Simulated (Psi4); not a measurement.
tetramethyldisiloxane (C$_{4}$H$_{14}$OSi$_{2}$), singlet, geometry from GFN2-xTB; LCCD/STO-3G run with Psi4.

Input for Psi4:
```
memory 2 GB

molecule mol {
0 1
  C     2.148270    1.529435   -0.107587
  Si    1.580825   -0.189210    0.472457
  C     2.016493   -1.503436   -0.829524
  O    -0.028728   -0.177271    0.714289
  Si   -1.614500   -0.010651    0.387703
  C    -1.953864    1.753202   -0.233527
  C    -2.128104   -1.283731   -0.926669
  H     1.729699    1.783987   -1.077910
  H     1.835949    2.298381    0.592836
  H     3.229183    1.582519   -0.193071
  H     2.114960   -0.527354    1.796029
  H     1.628438   -2.476736   -0.544053
  H     3.090976   -1.600792   -0.950142
  H     1.598106   -1.259042   -1.802540
  H    -2.251217   -0.269474    1.683500
  H    -1.461750    1.945914   -1.183380
  H    -3.016258    1.926620   -0.374100
  H    -1.591540    2.491383    0.475846
  H    -1.870256   -2.291161   -0.613653
  H    -1.633094   -1.101706   -1.877118
  H    -3.198693   -1.259140   -1.104958
}

set basis sto-3g
set reference rhf

energy('lccd')
print_variables()
```

What the program printed (banner, timings and long lists left out):

```
   => Loading Basis Set <=

    Name: STO-3G
    Role: ORBITAL
    Keyword: BASIS

         ---------------------------------------------------------
                                   SCF
               by Justin Turney, Rob Parrish, Andy Simmonett
                          and Daniel G. A. Smith
                              RHF Reference
         ---------------------------------------------------------

  ==> Geometry <==

    Molecular point group: c1
    Full point group: C1

    Geometry (in Angstrom), charge = 0, multiplicity = 1:

       Center              X                  Y                   Z               Mass
    ------------   -----------------  -----------------  -----------------  -----------------
         C            2.149776670145     1.538596403809    -0.145695415157    12.000000000000
         SI           1.582331670145    -0.180048596191     0.434348584843    27.976926534650
         C            2.017999670145    -1.494274596191    -0.867632415157    12.000000000000
         O           -0.027221329855    -0.168109596191     0.676180584843    15.994914619570
         SI          -1.612993329855    -0.001489596191     0.349594584843    27.976926534650
         C           -1.952357329855     1.762363403809    -0.271635415157    12.000000000000
         C           -2.126597329855    -1.274569596191    -0.964777415157    12.000000000000
         H            1.731205670145     1.793148403809    -1.116018415157     1.007825032230
         H            1.837455670145     2.307542403809     0.554727584843     1.007825032230
         H            3.230689670145     1.591680403809    -0.231179415157     1.007825032230
         H            2.116466670145    -0.518192596191     1.757920584843     1.007825032230
         H            1.629944670145    -2.467574596191    -0.582161415157     1.007825032230
         H            3.092482670145    -1.591630596191    -0.988250415157     1.007825032230
         H            1.599612670145    -1.249880596191    -1.840648415157     1.007825032230
         H           -2.249710329855    -0.260312596191     1.645391584843     1.007825032230
         H           -1.460243329855     1.955075403809    -1.221488415157     1.007825032230
         H           -3.014751329855     1.935781403809    -0.412208415157     1.007825032230
         H           -1.590033329855     2.500544403809     0.437737584843     1.007825032230
[...]
  @RHF Final Energy:  -802.95419063399777
    Total Energy =                       -802.9541906339977686
[...]
      Number of AO shells:              39
      Number of SO shells:              39
      Number of primitives:            117
      Number of atomic orbitals:        57
      Number of basis functions:        57

      Number of irreps:                  1
      Integral cutoff                 1.00e-12
      Number of functions per irrep: [  57 ]

 OEINTS: Overlap, kinetic, potential, dipole, and quadrupole integrals
         stored in file 35.

      Computed 1200010 non-zero two-electron integrals.
        Stored in file 33.

        ==> Transform all two-electron integrals <==

	Presorting SO-basis two-electron integrals.
	Sorting File: SO Ints (nn|nn) nbuckets = 1
	Constructing frozen core operators
	Starting first half-transformation.
	Sorting half-transformed integrals.
	First half integral transformation complete.
	Starting second half-transformation.
	Two-electron integral transformation complete.

Traceback (most recent call last):
  File "psi4", line 375, in <module>
  File "<string>", line 42, in <module>
  File "site-packages/psi4/driver/driver.py", line 533, in energy
  File "site-packages/psi4/driver/procrouting/proc.py", line 694, in select_lccd
  File "site-packages/psi4/driver/procrouting/proc.py", line 5807, in run_cepa

RuntimeError:
Fatal Error: ndocc must be less than nvirt
The most recent 5 function calls were:

psi::PsiException::PsiException(std::__cxx11::basic_string<char, std::char_traits<char>, std::allocator<char> >, char const*, int)

Printing out the relevant lines from the Psithon --> Python processed input file:
      H    -3.198693   -1.259140   -1.104958
    ""","mol")
    core.IO.set_default_namespace("mol")
    core.set_global_option("BASIS", "sto-3g")
    core.set_global_option("REFERENCE", "rhf")
--> energy('lccd')
    print_variables()

!----------------------------------------------------------------------------------!
!                                                                                  !
! Fatal Error: ndocc must be less than nvirt                                       !
! The most recent 5 function calls were:                                           !
! psi::PsiException::PsiException(std::__cxx11::basic_string<char,                 !
!     std::char_traits<char>, std::allocator<char> >, char const*, int)            !
!                                                                                  !
!----------------------------------------------------------------------------------!
```

The run crashed.
